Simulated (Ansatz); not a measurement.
AlnHm: PBE0-D4/def2-TZVPD single points in Ansatz on relaxed structures, gas phase. Each cluster is the lowest isomer that a short search found in that spin, judged at the geometry's level, and lower ones may exist. HOMO and LUMO are taken over both spins. Binding counts from free atoms in the multiplicity of their measured ground term, without zero-point energy. Singlets are spin-restricted. The spins of the ions were chosen, not always searched. A dash marks a value that wasn't run or was left out as unsound. The structures are stationary points that may keep the symmetry of their start. Remarks come from the PBE and PBE0 runs and from stability tests at other levels; not every state was tested. A HOMO above zero means that the electron is unbound at that level and held by the basis, or that self-interaction error raises the level; the energy of removing that electron tells which.

Q: Estimate the order by binding per atom (eV), lowest first.
A. Al3H3 (singlet)
B. Al2H2 (singlet)
C. Al4H (doublet; reduced ion singlet)

A: C (1.81), B (1.92), A (2.11).

In full:

| species | atoms | state | geometry | HOMO (eV) | LUMO (eV) | gap (eV) | vertical EA (eV) | binding per atom (eV) | point group (within 0.1 Å) | remarks |
| --- | --- | --- | --- | --- | --- | --- | --- | --- | --- | --- |
| Al2H2 | 4 | singlet | PBE-D4/def2-TZVP | -6.10 | -2.96 | 3.14 | 1.40 | 1.92 | C2v | HOMO above zero (-1 doublet) |
| Al3H2 | 5 | doublet; reduced ion singlet | B3LYP-D4/def2-TZVP | -5.40 | -3.11 | 2.29 | – | 1.93 | C2v | HOMO above zero (-1 singlet), restricted SCF unstable in HF (-1 singlet) |
| Al4H | 5 | doublet; reduced ion singlet | PBE0-D4/def2-SVP | -4.98 | -3.25 | 1.73 | – | 1.81 | C2v | restricted SCF unstable in HF (-1 singlet) |
| Al3H3 | 6 | singlet | PBE-D4/def2-TZVP | -5.99 | -2.55 | 3.45 | 1.11 | 2.11 | Cs | restricted SCF unstable in HF, HOMO above zero (-1 doublet) |
| Al7H | 8 | singlet | B3LYP-D4/def2-SVP | -5.09 | -3.00 | 2.09 | 1.85 | 2.12 | – | restricted SCF unstable in HF |

The gap (eV) runs from 1.73 (Al4H) to 3.45 (Al3H3). The vertical EA (eV) runs from 1.11 (Al3H3) to 1.85 (Al7H). The binding per atom (eV) runs from 1.81 (Al4H) to 2.12 (Al7H).
